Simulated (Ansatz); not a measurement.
Compare A (`C=N[SiH2]C`) with its isomer B (`CC[Si]N`).

Calculated with Ansatz (gas phase, PBE0-D4/def2-TZVP geometries, no zero-point term in ΔE). CCSD(T)/CBS is the MP2 limit (def2-TZVPP, def2-QZVPP) plus CCSD(T) − MP2 in def2-TZVPP, frozen cores. DFT in def2-TZVPP. B3LYP here is the variant with VWN-RPA as its local correlation; programs differ in this. Each species was taken in one conformer, which may not be the lowest.

Task: Which is lower in electronic energy at CCSD(T)/CBS, and by how much? (Estimate.)

Result: Computed: B, by 1.4 kcal/mol.

Task: Give E(B) − E(A) in kcal/mol with BLYP-D4, ωB97M-V, CCSD/def2-TZVPP, B3LYP-D4, PBE-D4, CCSD(T)/def2-TZVPP, MP2/def2-TZVPP. (Estimate.)

Result: The calculation gave: BLYP-D4 -0.2, ωB97M-V -2.8, CCSD/def2-TZVPP -0.7, B3LYP-D4 -0.2, PBE-D4 -3.3, CCSD(T)/def2-TZVPP -0.7, MP2/def2-TZVPP -0.4. None reverses the order clearly.

Task: Does the order hold for the free energy at 298.15 K (harmonic terms from PBE0-D4)? (Best estimate.)

Result: The calculation gave: No: G(B) − G(A) = +3.4 kcal/mol, for one conformer each.

Largest T1 diagnostic: 0.013.

The D4 term adds −0.8 kcal/mol with B3LYP and −0.4 kcal/mol with PBE0; it sums over pairs of atoms, weighted by their polarisabilities, and B3LYP, whose exchange is more repulsive, gets the larger term. In def2-TZVPP, CCSD(T) changes the Hartree–Fock value by −7.4 kcal/mol (the triples alone add −0.0 kcal/mol) and MP2 by −7.0 kcal/mol.
